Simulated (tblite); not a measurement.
C4H8SSi2.
Bonds: C1–C2 (double), C2–C3, C3–C4 (double), C4–S5, S5–Si6, C4–Si7, C2–Si7. Hydrogens: H8, H9 on C1; H10 on C3; H11, H12, H13 on Si6; H14, H15 on Si7.

The geometry is computed with GFN2-xTB (gas phase).

List the bond lengths, angles and torsions at this level.

| bond | length (pm) | order |
| --- | --- | --- |
| C1=C2 | 132.8 | double |
| C2–C3 | 145.8 | single |
| C3=C4 | 135.1 | double |
| C4–S5 | 174.4 | single |
| S5–Si6 | 215.2 | single |
| C4–Si7 | 190.7 | single |
| C2–Si7 | 191.0 | single |
| C1–H8 | 107.7 | single |
| C1–H9 | 108.0 | single |
| C3–H10 | 108.0 | single |
| Si6–H11, Si6–H12, Si6–H13 | 145.6 | single |
| Si7–H14, Si7–H15 | 146.0 | single |

Bonds in one row agree within 1 pm and their mean is given. Orders are formal, as drawn. A selection of angles:
| angle | degrees |
| --- | --- |
| C2–C1–H8 | 121.7 |
| C2–C1–H9 | 121.9 |
| H8–C1–H9 | 116.3 |
| C1–C2–C3 | 129.5 |
| C1–C2–Si7 | 139.1 |
| C3–C2–Si7 | 91.4 |
| C2–C3–C4 | 103.1 |
| C2–C3–H10 | 127.0 |
| C4–C3–H10 | 129.9 |
| C3–C4–S5 | 130.5 |
| C3–C4–Si7 | 95.0 |
| S5–C4–Si7 | 134.5 |
| C4–S5–Si6 | 103.7 |
| S5–Si6–H11 | 108.7 |
| S5–Si6–H12 | 108.2 |
| S5–Si6–H13 | 101.9 |
| H11–Si6–H12 | 111.7 |
| H11–Si6–H13 | 112.9 |
| C4–Si7–H14 | 116.3 |
| C2–Si7–C4 | 70.5 |
| C2–Si7–H14 | 117.9 |
| H14–Si7–H15 | 112.3 |

Dihedral angles: C1–C2–C3–C4 180° (antiperiplanar); C2–C3–C4–S5 180° (antiperiplanar); C3–C4–S5–Si6 2° (synperiplanar); C3–C4–Si7–C2 0° (synperiplanar); C1–C2–Si7–C4 180° (antiperiplanar). The mirror-image conformer, all signs reversed, is as good.

Si6 (SiH3 silicon) is distorted tetrahedral (angles from 101.9° to 112.9°). The 4-membered ring C2–C3–C4–Si7 has internal angles of 70.5° to 103.1° (sum 360°, against 360° for a flat polygon); it is planar, 0.00 Å rms from its mean plane, widest ring torsion 0°. Of the pairs four or more bonds apart, Si6···H10 is among the closest relative to their van der Waals radii: 2.95 Å, 89 % of the sum of Bondi's values. The 3 C–C bonds span 1.328 Å (C1=C2, drawn double) to 1.458 Å (C2–C3, drawn single), a spread of 0.130 Å. The 7 heavy atoms lie in one plane (0.015 Å rms). Si7 (SiH2 silicon) has angles from 70.5° to 117.9°.

Point group: near Cs, missed by 0.09 Å at most; the miss may be what the optimiser left on a soft mode. Its GFN2-xTB frequencies are all real (lowest 38 cm⁻¹). One conformer, not necessarily the lowest. 3 starts were optimised and ended at 0.00, 0.19 and 0.21 kcal/mol (GFN2-xTB); the lowest of these is shown.
